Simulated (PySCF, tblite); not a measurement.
Isomers of C8H14, one GFN2-xTB conformer each. Single-point energies are computed at PBE0/pcSseg-1 (PySCF, gas phase, no added dispersion term), electronic only.

Task: Rank them by PBE0/pcSseg-1 energy, lowest first (kcal/mol).
A. `[CH3:1][C:2]1=[CH:3][C@@H:4]([CH3:5])[CH2:6][CH2:7][CH2:8]1` with C2–C3–C4–C5 -138°, C3–C4–C6–C7 46°, C4–C6–C7–C8 -64°, C6–C7–C8–C2 48°
B. `[CH2:1]=[CH:2][CH2:3][CH2:4][CH:5]1[CH2:6][CH2:7][CH2:8]1` with C1–C2–C3–C4 -116°, C2–C3–C4–C5 -179°, C3–C4–C5–C6 -72°, C4–C5–C6–C7 -131°, C5–C6–C7–C8 12°, C6–C7–C8–C5 -12°, C4–C5–C8–C7 132°

Result: A (0.0), B (31.1).

As drawn, the higher has a four-membered ring, which the lower lacks. GFN2-xTB itself gives, in the same order: 0.0, 26.7. Both levels put the same isomer lowest.

Task: Which frontier levels, dipoles and rotational constants go with these structures?

Result: 
| SMILES | HOMO (eV, PBE0/pcSseg-1) | LUMO (eV) | dipole (D) | A, B, C (MHz) |
| --- | --- | --- | --- | --- |
| CC1=C[C@@H](C)CCC1 | -6.66 | 0.72 | 0.31 | 3005, 1715, 1180 |
| C=CCCC1CCC1 | -7.32 | 0.55 | 0.43 | 5990, 845.4, 801.5 |

Task: What happens when harmonic zero-point energies from GFN2-xTB frequencies are added?

Result: 
```csv
SMILES,ZPE (kcal/mol),electronic (kcal/mol),with ZPE (kcal/mol)
CC1=C[C@@H](C)CCC1,124.9,0.0,0.0
C=CCCC1CCC1,124.3,31.1,30.4
```

The zero-point energies span 0.6 kcal/mol. The order is unchanged.
